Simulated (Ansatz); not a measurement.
A structure relaxed at PBE0-D4/def2-TZVP, charge 0, multiplicity 1:

Cartesian coordinates in Å:
```
S 0.0609 -0.8579 1.6105
C 0.5594 0.1134 0.2286
B -0.2901 0.4458 -0.9765
O 0.5594 -0.5583 -1.1328
H -1.2680 -0.7419 1.4550
H 1.5111 0.6007 0.4136
H -1.1327 0.9981 -1.5984
```

Task: Give its formula and SMILES.

Result: CH3BOS, `SC1BO1`.

Task: Summarise the bond lengths by kind.

Result: 1 × C–S 1.761 Å; 1 × H–S 1.343 Å; 1 × B–C 1.511 Å; 1 × C–O 1.518 Å; 1 × C–H 1.085 Å; 1 × B–O 1.324 Å; 1 × B–H 1.184 Å.

Results of the Gaussian-basis code of Ansatz.
